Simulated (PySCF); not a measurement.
NaZn⁺: script and output

File input.py (PySCF 2.14):

```python
from pyscf import gto, scf

mol = gto.M(
    atom='Na 0 0 0; Zn 0 0 3.008',
    basis='ano-rcc-vdzp',
    charge=1,
    spin=0,
    symmetry=True,
    verbose=4,
)
mf = scf.RHF(mol)
mf = mf.sfx2c1e()
mf.kernel()
mf.dip_moment()
print('orbital energies (hartree):', mf.mo_energy[..., max(0, mol.nelec[1]-3):mol.nelec[0]+3].round(4))
```

```bash
$ python input.py
```

Output:

```
PySCF version 2.14.0

[INPUT] verbose = 4
[INPUT] num. atoms = 2
[INPUT] num. electrons = 40
[INPUT] charge = 1
[INPUT] spin (= nelec alpha-beta = 2S) = 0
[INPUT] symmetry True subgroup None
[INPUT] Mole.unit = angstrom
[INPUT] Symbol           X                Y                Z      unit          X                Y                Z       unit  Magmom
[INPUT]  1 Na     0.000000000000   0.000000000000   0.000000000000 AA    0.000000000000   0.000000000000   0.000000000000 Bohr   0.0
[INPUT]  2 Zn     0.000000000000   0.000000000000   3.008000000000 AA    0.000000000000   0.000000000000   5.684296182692 Bohr   0.0

nuclear repulsion = 58.0546807192819
point group symmetry = Coov
symmetry origin: [0.         0.         4.15924111]
symmetry axis x: [1. 0. 0.]
symmetry axis y: [0. 1. 0.]
symmetry axis z: [0. 0. 1.]
num. orbitals of irrep A1 = 20
num. orbitals of irrep E1x = 11
num. orbitals of irrep E1y = 11
num. orbitals of irrep E2x = 4
num. orbitals of irrep E2y = 4
num. orbitals of irrep E3x = 1
num. orbitals of irrep E3y = 1
number of shells = 7
number of NR pGTOs = 236
number of NR cGTOs = 52
basis = ano-rcc-vdzp
ecp = {}

******** <class 'pyscf.x2c.sfx2c1e.sfX2C1eSymAdaptedRHF'> ********
method = sfX2C1eSymAdaptedRHF
initial guess = minao
damping factor = 0
level_shift factor = 0
DIIS = <class 'pyscf.scf.diis.CDIIS'>
diis_start_cycle = 1
diis_space = 8
diis_damp = 0
SCF conv_tol = 1e-09
SCF conv_tol_grad = None
SCF max_cycles = 50
direct_scf = True
direct_scf_tol = 1e-13

******** <class 'pyscf.x2c.sfx2c1e.SpinFreeX2CHelper'> ********
approx = 1e
xuncontract = 1
Freeze 0 electrons in irreps []
    40 free electrons in irreps A1 E1x E1y E2x E2y E3x E3y
Set gradient conv threshold to 3.16228e-05
Initial guess from minao.
init E= -1956.36055023146
HOMO (A1) = -0.326149835224297  LUMO (A1) = -0.0521138462800295  gap/eV = 7.45690
cycle= 1 E= -1956.16497900334  delta_E= 0.196  |g|= 0.108  |ddm|= 1.12
HOMO (A1) = -0.484607854304599  LUMO (A1) = -0.165678436467491  gap/eV = 8.67851
cycle= 2 E= -1956.16997500237  delta_E= -0.005  |g|= 0.0997  |ddm|= 0.219
HOMO (A1) = -0.4808263089693  LUMO (A1) = -0.162217228843029  gap/eV = 8.66979
cycle= 3 E= -1956.17093960509  delta_E= -0.000965  |g|= 0.0222  |ddm|= 0.0421
HOMO (A1) = -0.478449245301391  LUMO (A1) = -0.157999312923535  gap/eV = 8.71989
cycle= 4 E= -1956.17119271952  delta_E= -0.000253  |g|= 0.00657  |ddm|= 0.0529
HOMO (A1) = -0.478001858343126  LUMO (A1) = -0.157381896294132  gap/eV = 8.72451
cycle= 5 E= -1956.17121691567  delta_E= -2.42e-05  |g|= 0.0023  |ddm|= 0.0155
HOMO (A1) = -0.477929128224098  LUMO (A1) = -0.157241301246646  gap/eV = 8.72636
cycle= 6 E= -1956.17121961329  delta_E= -2.7e-06  |g|= 0.000496  |ddm|= 0.00455
HOMO (A1) = -0.477948223308358  LUMO (A1) = -0.157200099225786  gap/eV = 8.72800
cycle= 7 E= -1956.17121979881  delta_E= -1.86e-07  |g|= 9.01e-05  |ddm|= 0.00121
HOMO (A1) = -0.477959640335325  LUMO (A1) = -0.157203720181393  gap/eV = 8.72821
cycle= 8 E= -1956.17121980377  delta_E= -4.96e-09  |g|= 2.85e-05  |ddm|= 0.000235
HOMO (A1) = -0.477961764183218  LUMO (A1) = -0.157200332935961  gap/eV = 8.72836
cycle= 9 E= -1956.17121980453  delta_E= -7.62e-10  |g|= 4.26e-06  |ddm|= 9.48e-05
HOMO (A1) = -0.477962175269162  LUMO (A1) = -0.157200009885619  gap/eV = 8.72838
Extra cycle  E= -1956.17121980455  delta_E= -2.14e-11  |g|= 1.55e-06  |ddm|= 1.38e-05
converged SCF energy = -1956.17121980455
Dipole moment(X, Y, Z, Debye): -0.00000,  0.00000,  3.30320
orbital energies (hartree): [-0.9398 -0.9398 -0.478  -0.1572 -0.1131 -0.1131]
```

In short: E(SCF) = -1956.171220 Eh, 9 cycles.

Wall time 17 s on one thread of a shared host.

Stability towards an unrestricted solution was not tested. The bond length is a typed value, not an optimised one. The dipole of an ion depends on the origin.
